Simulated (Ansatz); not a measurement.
A search over several starts for the lowest SCF solution of In2N at the given spin, in a small basis.

```yaml
crystal:
  periodic: [false, false, false]
  atoms:
    - {symbol: In, position_ang: [-0.405409, -1.924858, 0.283732]}
    - {symbol: In, position_ang: [0.400114, 1.926179, -0.282270]}
    - {symbol: N, position_ang: [0.005305, -0.001321, -0.001462]}
basis:
  gaussian: {orbitals: def2-SVP, initial_orbitals: start.molden}
magnetization: {spin_polarized: true, initial_magnetization: 1}
hamiltonian: {xc: pbe0, dispersion: d4}
output: {orbitals: {seedname: orbitals}}
```

The file start.molden holds the orbitals of an earlier run on this structure, at another level or in another basis.

```sh
$ ansatz run in.yaml --threads 4 --pin off --events-out ev --progress --plain --max-ram 3916MiB
```

Output, abridged:

```
Functional definition: PBE0
818 factors; integrals over basis functions are off by at most 4.3e-4 eV
mean field evaluation 1: about -11833.0265 eV, gradient 2.9e1 eV
mean field evaluation 2: about -11833.3766 eV, gradient 5.1e-1 eV
mean field evaluation 4: about -11833.4053 eV, gradient 5.7e-3 eV
mean field evaluation 8: about -11833.4053 eV, gradient 3.6e-5 eV
mean field evaluation 16: about -11828.0790 eV, gradient 2.9e1 eV
mean field evaluation 32: about -11833.4053 eV, gradient 8.6e-5 eV
mean field -11833.40529277 eV, -434.8696235392 hartree, gradient 3.5e-6 eV, S^2 0.762184; 5 other end points of the search recorded, 0 dependent functions left out
reference -11833.40531704 eV, -434.8696244309 hartree; 25, 24 occupied and 41, 42 virtual orbitals, 818 factors
Total energy: -11833.51040931 eV, -434.8734865007 hartree
```

It took 2.1 s on 4 threads of Arm Neoverse V2 on a shared host.

In the def2 sets In takes a core potential; there is no spin–orbit coupling. The structure comes from a short search, and lower isomers may exist.
